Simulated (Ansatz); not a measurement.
InH₃, relaxed as a singlet with RKS PBE0-D4/def2-TZVP in Ansatz, starting from the GFN2-xTB geometry. Force threshold 0.02 eV/Å.

In the def2 sets In takes a core potential; there is no spin–orbit coupling.

Start:

```xyz
4

In    0.0002   -0.0011   -0.0002
H    -1.2057   -1.1489   -0.4266
H    -0.3488    1.2219    1.1560
H     1.5543   -0.0719   -0.7291
```

Question: Estimate the energy that the relaxation releases and the steps that it takes.

Answer: 0.0 kcal/mol, in 3 steps; 2.1 s on 4 threads of Arm Neoverse V2 on a shared host. No frequencies were taken in this run, so the end may be a saddle point.

Question: Does the start keep its bonding and symmetry?

Answer: By distances, no bond broke or formed. The bond that changes most is In1–H4, from 1.72 to 1.72 Å (atoms count from 1). Point group D3h at the start, D3h at the end, both within 0.05 Å.

Question: Predict the relaxed structure.

Answer: 
```xyz
4

In    0.0000   -0.0001    0.0001
H    -1.2088   -1.1529   -0.4283
H    -0.3506    1.2263    1.1605
H     1.5594   -0.0733   -0.7323
```
Bond lengths: 3 × H–In 1.72 Å.
